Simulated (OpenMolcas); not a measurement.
# Se III: effect of the level shift or regulariser

- Program: OpenMolcas
- Basis: ANO-RCC-VTZP [6s5p3d1f]
- Scalar Hamiltonian: DKH2, point nucleus
- Active space: 4 electrons in 4 orbitals (4s 4p)
- State averaging: 2S+1 = 3 even, 6 roots; 2S+1 = 1 even, 11 roots; 2S+1 = 5 odd, 1 root; 2S+1 = 3 odd, 9 roots; 2S+1 = 1 odd, 8 roots
- Spin-orbit coupling: RASSI with atomic mean-field integrals over the reference wave functions, term energies averaged over their components

Methods on the same reference wave functions:
A. CASSCF
B. MS-CASPT2, IPEA 0.25 Eh, imaginary shift 0.1 Eh (closed shells correlated: 3d)
C. MS-CASPT2, IPEA 0.25 Eh, real shift 0.2 Eh (closed shells correlated: 3d)

Energies in cm-1 above 4s2 4p2 3P0, the measured ground level; measured values from Moore, Atomic Energy Levels, vol. II, NSRDS-NBS 35 (1971 reprint of NBS Circular 467, 1952).

```tsv
Level	A	B	C	Measured
4s2 4p2 3P0	0.0	0.0	0.0	0.0
4s2 4p2 3P1	1553	1558	1557	1741
4s2 4p2 3P2	3627	3570	3570	3937
4s2 4p2 1D2	15512	12770	12810	13032
4s2 4p2 1S0	27290	27220	27240	
4s 4p3 5S* 2	55751	62760	62710	
4s 4p3 3D* 2	98793	89260	90510	92723
4s 4p3 3D* 1	98857	89290	90540	
4s 4p3 3D* 3	99106	89500	90760	
4s 4p3 3P* 0	111692	106130	106790	106482
4s 4p3 3P* 1	111823	106220	106880	
4s 4p3 3P* 2	112031	106390	107060	
4s 4p3 1D* 2	146268	129630	130730	112565
4s 4p3 3S* 1 [70 %]	150971	142430	142670	
4s 4p3 1P* 1 [70 %]	159028	146470	147000
```

Deviations, from unrounded energies. A percentage is the sum of absolute deviations over the sum of measured energies, with the sign that they share, or ± where signs differ.

```csv
Against measurement,Levels,A,B,C
mean absolute deviation (cm-1),6,8000,3600,3600
fine structure of the ground term (%),2,-8.8,-9.7,-9.7
other terms of the ground configuration (%),1,+19.0,-2.0,-1.7
other configurations (%),3,+14.4,±6.7,±6.6
```

B, C lie about equally close to measurement and A furthest from it. The largest miss of C in the table is 4s 4p3 1D* 2, by +18000 cm-1. The ranking rests on the paired levels alone, and a cruder setting can come out closer through cancelling errors.

Between B and C the level of the table that moves most is 4s 4p3 3D* 3, by 1300 cm-1 (lowest in B, highest in C). Moves below CASPT2's spread within the term are not significant.

The mean deviations of B to C differ by less than CASPT2's widest spread within a term (1200 cm-1), so their order carries little weight.

From A to B the spin-free energies of the other terms of 4s2 4p2 shown, above 3P, scale by factors of 0.78 to 1.00.

The lowest spin-free term lies below A's lowest term by 0.098 hartree in B, 0.098 hartree in C.

CASPT2 does not keep the components of a term degenerate, so their means are used; among the terms shown or strongly mixed into the levels shown the widest spread is 1200 cm-1 (4s 4p3 1D*, B). Over all roots computed the reference weight is 0.86 to 0.98 in B, 0.91 to 0.99 in C; the roots of lowest weight are the least certain, and an intruder state may touch them. Terms of s pⁿ other than that of highest spin mix with s² pⁿ⁻² d, which this space lacks; all of them can be thousands of cm-1 off, and some have no real level of that name. Computed and measured levels are paired by configuration, term and J; levels that our copy of the source lacks, or whose pairing is in doubt (as where it misses far off the trend of its configuration), stay unpaired and out of the deviations. Levels of configurations outside the active space are missing. Levels that lie high or do not pair safely by name in every column are left out.

A share in square brackets marks a mixed level and gives the weight of the term that names it, the lowest over the columns. * marks odd parity.
